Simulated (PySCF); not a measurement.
# C7H11O: g tensor and hyperfine couplings

Species: C₇H₁₁O (doublet state).
Z-matrix (Å and degrees, GFN2-xTB geometry), rows numbered from 1:
```
C 
C   1  1.3188
C   2  1.5089  1  124.52
C   3  1.4892  2  109.51  1  -123.09
C   4  1.4811  3  118.10  2   -92.72
C   4  1.4324  3  123.09  2    84.55
C   6  1.5144  4  117.96  3     2.48
O   6  1.2333  4  121.39  3  -177.84
H   1  1.0768  2  121.66  3  -179.69
H   1  1.0779  2  122.18  3    -0.60
H   2  1.0814  1  120.51  3  -179.60
H   3  1.0903  2  109.16  1    -0.48
H   3  1.0940  2  108.22  1   117.95
H   5  1.0934  4  110.40  3   -68.47
H   5  1.0874  4  109.95  3   171.52
H   5  1.0916  4  110.95  3    49.81
H   7  1.0873  6  110.53  4   -56.95
H   7  1.0864  6  108.84  4  -177.20
H   7  1.0883  6  110.30  4    63.44
```

The hyperfine couplings belong to this conformer and change with its torsions.

As a line formula: `C(C=C)[C](C(C)=O)C` [radical].

Computed with UKS B3LYP, pcH-1 on C H O, non-relativistic, mean-field spin-orbit, GIAO (PySCF 2.14.0). The structure is a single GFN2-xTB conformer in the gas phase; no vibrational or solvent corrections. The geometry wasn't refined by DFT: couplings that depend on bond lengths, twists or pyramidal angles can differ widely from those at the functional's own minimum. The SCF solution wasn't tested for stability.

```json
{"g1, g2, g3": "2.00211, 2.00412, 2.00723", "g_iso": "2.00449", "Form of g": "rhombic: the two nearest values differ by 39 % of g3 − g1", "⟨S²⟩": "0.7615 (exact 0.7500)", "α and β electrons": "31, 30", "HOMO–LUMO gap, α and β orbitals": "5.99, 3.67 eV", "Total energy": "-348.56092 Eh"}
```

Isotropic coupling and dipolar principal values T1 to T3, in MHz; ρ(0) is the spin density at the nucleus:

| atom | isotope | a_iso | T1 | T2 | T3 | Mulliken spin population | ρ(0) (bohr⁻³) |
| --- | --- | --- | --- | --- | --- | --- | --- |
| C1 | 13C | 2.6 | -2.5 | -1.4 | 3.9 | 0.03 | 0.0023 |
| C2 | 13C | 51.8 | -5.4 | -3.4 | 8.9 | 0.02 | 0.0461 |
| C3 | 13C | -22.5 | -2.2 | 0.9 | 1.3 | -0.05 | -0.0200 |
| C4 | 13C | 66.0 | -62.1 | -61.7 | 123.8 | 0.78 | 0.0587 |
| C5 | 13C | -25.4 | -2.1 | 0.9 | 1.2 | -0.06 | -0.0226 |
| C6 | 13C | -35.7 | -8.4 | 1.4 | 7.0 | -0.09 | -0.0318 |
| C7 | 13C | -3.1 | -0.7 | -0.4 | 1.0 | 0.00 | -0.0027 |
| O8 | 17O | -20.0 | -91.3 | 45.5 | 45.8 | 0.29 | 0.0330 |
| H9 | 1H | 2.6 | -1.5 | -0.9 | 2.4 | 0.00 | 0.0006 |
| H10 | 1H | -0.5 | -1.2 | -0.6 | 1.8 | 0.00 | -0.0001 |
| H11 | 1H | -2.0 | -3.7 | -1.9 | 5.6 | 0.00 | -0.0005 |
| H12 | 1H | 31.2 | -3.7 | -3.6 | 7.3 | 0.01 | 0.0070 |
| H13 | 1H | 20.0 | -3.7 | -3.4 | 7.1 | 0.01 | 0.0045 |
| H14 | 1H | 95.5 | -4.3 | -3.0 | 7.3 | 0.04 | 0.0214 |
| H15 | 1H | 3.3 | -4.2 | -2.1 | 6.3 | 0.00 | 0.0007 |
| H16 | 1H | 75.1 | -4.2 | -2.9 | 7.1 | 0.03 | 0.0168 |
| H17 | 1H | 0.8 | -2.7 | -1.8 | 4.5 | 0.00 | 0.0002 |
| H18 | 1H | -1.4 | -2.0 | -1.2 | 3.2 | 0.00 | -0.0003 |
| H19 | 1H | -1.5 | -2.6 | -1.9 | 4.4 | 0.00 | -0.0003 |

The Mulliken spin populations are largest on C4 (+0.78), O8 (+0.29), C6 (-0.09) and C5 (-0.06). The angles at C4 add up to 359.9°, so it is planar.

Axes: g3 points within 8° of the C3–C4 bond.

Under fast tumbling the dipolar parts average out, and these isotropic splittings remain: 3 × 1H (H14/H15/H16, I = 1/2, 4 lines) with 2.07 mT, 2 × 1H (H12/H13, I = 1/2, 3 lines) with 0.91 mT, 1 × 1H (H9, I = 1/2, 2 lines) with 0.09 mT and 1 × 1H (H11, I = 1/2, 2 lines) with 0.07 mT.

Nuclei that the bonding pattern makes equivalent are averaged, as if the motion that swaps them (rotation, inversion, ring flip) were fast. The three 1H nuclei of mean +58.0 MHz run from 3.3 to 95.5 MHz in the frozen geometry. The 1H value of +25.6 MHz is a mean of couplings from 20.0 to 31.2 MHz in this one geometry, not an average over conformers.

The 17O coupling of O8 (-20.0 MHz) shows only in satellite lines or after enrichment, since that isotope makes up about 0.038 % of natural oxygen.

The 13C coupling of C4 (66.0 MHz) shows only in satellite lines or after enrichment, since that isotope makes up about 1.07 % of natural carbon.
